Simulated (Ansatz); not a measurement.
def2 core potentials replace the inner electrons of Bi.

All values below come from frozen-core CCSD(T)/def2-TZVPP // PBE0-D3(BJ)/def2-SVP (Ansatz, a quantum-chemistry and plane-wave program).

Ansatz 0.2 input:
```yaml
crystal:
  periodic: [false, false, false]
  atoms:
    - { symbol: C, position_ang: [-2.706463, 0.85555, -0.111153] }
    - { symbol: C, position_ang: [-1.639999, -0.201777, 0.124131] }
    - { symbol: C, position_ang: [-0.249667, 0.386479, 0.343894] }
    - { symbol: C, position_ang: [0.828997, -0.656231, 0.585265] }
    - { symbol: Bi, position_ang: [2.907942, 0.289148, 0.655992] }
    - { symbol: O, position_ang: [3.886545, -1.485302, 0.121513] }
    - { symbol: O, position_ang: [2.655696, 1.170337, -1.235632] }
    - { symbol: H, position_ang: [-2.793348, 1.53474, 0.75225] }
    - { symbol: H, position_ang: [-2.466582, 1.473742, -0.991147] }
    - { symbol: H, position_ang: [-3.696212, 0.405021, -0.279899] }
    - { symbol: H, position_ang: [-1.602746, -0.893798, -0.735954] }
    - { symbol: H, position_ang: [-1.91223, -0.823536, 0.99527] }
    - { symbol: H, position_ang: [0.030404, 1.002506, -0.529502] }
    - { symbol: H, position_ang: [-0.291805, 1.089027, 1.197281] }
    - { symbol: H, position_ang: [0.668042, -1.218503, 1.520387] }
    - { symbol: H, position_ang: [0.865845, -1.394015, -0.236018] }
    - { symbol: H, position_ang: [3.28186, -2.089455, -0.326964] }
    - { symbol: H, position_ang: [2.233819, 0.55607, -1.849714] }
basis:
  gaussian: { orbitals: def2-TZVPP }
correlation:
  method: ccsd_t
```

Output:

```
Functional definition: HF
2472 factors; integrals over basis functions are off by at most 1.0e-3 eV
mean field evaluation 1: about -14175.6703 eV, gradient 6.5e1 eV
mean field evaluation 2: about -14175.8417 eV, gradient 6.5e1 eV
mean field evaluation 4: about -14184.8712 eV, gradient 6.3e0 eV
mean field evaluation 8: about -14185.0181 eV, gradient 6.2e-1 eV
mean field evaluation 16: about -14185.0198 eV, gradient 2.1e-6 eV
mean field -14185.01979667 eV, -521.2898625758 hartree, gradient 2.1e-6 eV, S^2 0.000000; 0 other end points of the search recorded, 0 dependent functions left out
10 core orbitals not correlated
reference -14185.01979667 eV, -521.2898625758 hartree; 27, 27 occupied and 353, 353 virtual orbitals, 2472 factors
second order -44.76138442 eV of doubles, -0.00000000 eV of singles
cycle   1  -43.72273600 eV  change     1.0e0 eV  update   1.6e-1
cycle   2  -44.80739842 eV  change    -1.1e0 eV  update   5.4e-2
cycle   3  -45.09303539 eV  change   -2.9e-1 eV  update   2.7e-2
cycle   4  -45.07965546 eV  change    1.3e-2 eV  update   8.0e-3
cycle   5  -45.07091716 eV  change    8.7e-3 eV  update   3.8e-3
cycle   6  -45.07365755 eV  change   -2.7e-3 eV  update   1.4e-3
cycle   7  -45.07340296 eV  change    2.5e-4 eV  update   5.7e-4
cycle   8  -45.07283921 eV  change    5.6e-4 eV  update   1.8e-4
cycle   9  -45.07292261 eV  change   -8.3e-5 eV  update   7.2e-5
cycle  10  -45.07296961 eV  change   -4.7e-5 eV  update   2.8e-5
perturbative correction -1.68939797 eV, -0.0620842302 hartree
Total energy: -14231.78216424 eV, -523.0083478875 hartree
```

Cost: roughly 5 core-hours.
